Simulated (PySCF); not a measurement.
## How methods differ on the excitation energy of Cr

Cr [Ar] 3d5 4s1 (7S) → Cr [Ar] 3d4 4s2 (5D), as a difference of total energies. Computed with PySCF 2.14 in def2-TZVPPD, with no relativity, point nucleus. Correlated levels: valence: [Ar] frozen. The calculations carry no spin-orbit coupling.

| method | excitation energy (eV) |
| --- | --- |
| UHF | 1.079 |
| MP2 (valence) | 1.264 |
| SCS-MP2 (valence) | 0.357 |
| CCSD (valence) | 1.007 |
| CCSD(T) (valence) | 0.991 |

Task: How much does correlation contribute at CCSD(T) (valence)?

Result: 0.991 − (1.079) = -0.088 eV, measured against UHF.

These non-relativistic numbers lack the scalar-relativistic shift.

Errors of the correlated levels include the incompleteness of this basis and the frozen core.

For comparison: 1.003 eV (measured; NIST levels, between the centres of gravity of the two terms).
